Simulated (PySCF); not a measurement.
`Fc1ccoc1Br`, C$_{4}$H$_{2}$BrFO

Geometry:
```csv
atom,x (Å),y (Å),z (Å)
F1,-1.641,1.549,-0.373
C2,-0.701,0.632,-0.158
C3,0.687,0.868,-0.009
C4,1.237,-0.361,0.190
O5,0.296,-1.320,0.174
C6,-0.886,-0.717,-0.038
Br7,-2.408,-1.789,-0.114
H8,1.179,1.816,-0.048
H9,2.249,-0.673,0.350
```

Method: PySCF, GIAO KT3/pcSseg-1 magnetisability, rotational g tensor and spin-rotation constants, non-relativistic, gas phase. Geometry: GFN2-xTB.

The calculation is non-relativistic, which matters for the atoms heavier than Zn.

(1) How diamagnetic is it, and how anisotropic?

(2) Split it along the inertial axes a, b, c into diamagnetic and paramagnetic parts about the centre of mass, with the quadrupole moment.

(3) And the rotational g tensor?

Results:

(1) Isotropic -1187 × 10⁻³⁰ J/T², or -71.5 × 10⁻⁶ cm³/mol; principal values -1484, -1087, -990 × 10⁻³⁰ J/T², anisotropy 453 × 10⁻³⁰ J/T² (root of half the summed squared differences of the principal values). The susceptibility is in cgs units.

(2) 
```tsv
axis	χ (10⁻⁶ cm³/mol)	diamagnetic (10⁻⁶ cm³/mol)	paramagnetic (10⁻⁶ cm³/mol)	summed x² of all electrons (Å²)	quadrupole Θ (D Å)
a	-64.6	-402.1	337.5	208.5	+9.68
b	-60.5	-930.8	870.3	83.9	-3.89
c	-89.4	-1240.3	1150.9	10.9	-5.79
```
Anisotropies 2χaa − χbb − χcc = +20.8 and 2χbb − χaa − χcc = +32.9 × 10⁻⁶ cm³/mol. Θ is traceless in Buckingham's convention.

(3) 
| axis | rotational constant (GHz) | g | nuclear part | electronic part |
| --- | --- | --- | --- | --- |
| a | 3.4778 | -0.0439 | 0.5075 | -0.5515 |
| b | 1.2581 | -0.0135 | 0.5008 | -0.5144 |
| c | 0.9239 | +0.0031 | 0.5026 | -0.4995 |

Asymmetric top; isotopes 79Br, 12C, 19F, 1H, 16O; no vibrational averaging.
